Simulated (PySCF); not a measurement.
NMR data simulated for an unnamed compound:

1H NMR (300 MHz, computed): δ 7.41 (m, 4H), 5.26 (m, 2H).

13C{1H} NMR (computed): δ 156.8 (CH), 85.7 (CH).

PySCF 2.14 calculation with σ from GIAO-PBE0/pcSseg-1 and geometry: GFN2-xTB; no solvent, fast rotation and ring inversion assumed for equivalent nuclei, relativity neglected, one conformer.

Scale: 1H, 13C against TMS (reference shieldings calculated alike).

**Question.** Which of these does the molecule contain: a Si–CH3 group, a non-aromatic C=C double bond, a Si–H bond, a CF3 group?

**Answer.** 
- A Si–CH3 group: no.
- A non-aromatic C=C double bond: yes.
- A Si–H bond: no.
- A CF3 group: no.

The data belong to SMILES C1=C[C@H]2C=C[C@@H]1O2, C₆H₆O; they needn't prove each group on their own.

Carbon signals by region: 1 in the sp2 and nitrile region (100–160 ppm), 1 at 50–100 ppm.

Shifts are as computed. Against solution values, carbons near 30 ppm lie about +3 ppm off and those near 130 ppm about +5 ppm. Of 1211 compounds with measured shifts, 218 miss one by over three times the rms of a fit or turn the order of signals round; such compounds aren't used in these exercises. No couplings were computed; multiplicities are counted from neighbouring protons, with m where these are inequivalent, close in shift, in a saturated or five-membered ring or joined by F or P, and br s for small geminal =CH2 splittings.
